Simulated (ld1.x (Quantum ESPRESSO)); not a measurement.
W: variants of one TM potential

Base potential:

ld1.x (Quantum ESPRESSO) 7.5 input, shortened:

```
&input
   title='W', zed=74., rel=1, dft='PBE', iswitch=3,
   config='[Xe] 4f14 5d5 6s1 6p0'
 /
 &inputp
   pseudotype=2, tm=.true., lloc=2,
   nlcc=.true., new_core_ps=.true., rcore=1.75
 /
3
5S  1  0   2.00   0.00  1.70  1.70  0.0
5P  2  1   6.00   0.00  2.05  2.05  0.0
5D  3  2   5.00   0.00  2.00  2.00  0.0
 &test
   configts(1)='5s2 5p6 5d5 6s1 6p0'
 /
```

Occupied shells without a wave of their own: 6s. They enter only through the test configuration that unscreens the potential, and ld1.x also counts them in the model core charge.

Cutoffs, loose and tight: the cutoffs (Ry, on a coarse ladder) from which the occupation-weighted sum of valence levels, in a spherical-Bessel basis at the reference potential, stays within 10 and 1 mRy of its value at 400 Ry. They do not see the model core or the augmentation charge, which bear on the density cutoff. Test errors are all-electron minus pseudo excitation energies from the reference, over the configurations 5s2 5p6 5d4 6s2 6p0; 5s2 5p6 5d4 6s1 6p0; 5s2 5p6 5d4 6s0 6p0; 5s2 5p6 5d4 6s1.5 6p0; 5s1 5p6 5d4 6s2 6p0; 5s2 5p6 5d3 6s2 6p0; 5s2 5p6 5d3 6s0 6p0. A dash means not determined; rows that change the core or the reference have their own tests.

With those shells counted twice in exchange and correlation these files are broken, and their errors move erratically; no question is asked of them.

| change | outcome | cutoff, loose | cutoff, tight | bound ghosts | largest test error (meV) |
| --- | --- | --- | --- | --- | --- |
| base | generated, misses its reference levels by 0.39 eV | 50 Ry | 70 Ry | none | -1150 |
| core correction none | generated, misses its reference levels by 0.39 eV | 50 Ry | 70 Ry | none | -1096 |
| core correction Bessel-smoothed model core inside 0.80 bohr | generated, misses its reference levels by 0.39 eV | 50 Ry | 70 Ry | none | -1204 |
| core correction Bessel-smoothed model core inside 1.04 bohr | generated, misses its reference levels by 0.39 eV | 50 Ry | 70 Ry | none | -1201 |
| core correction Bessel-smoothed model core inside 1.32 bohr | generated, misses its reference levels by 0.39 eV | 50 Ry | 70 Ry | none | -1189 |
| core correction Bessel-smoothed model core inside 1.54 bohr | generated, misses its reference levels by 0.39 eV | 50 Ry | 70 Ry | none | -1173 |
| core correction Bessel-smoothed model core inside 1.70 bohr | generated, misses its reference levels by 0.39 eV | 50 Ry | 70 Ry | none | -1157 |
| core correction Bessel-smoothed model core inside 2.06 bohr | generated, misses its reference levels by 0.39 eV | 50 Ry | 70 Ry | none | -1121 |
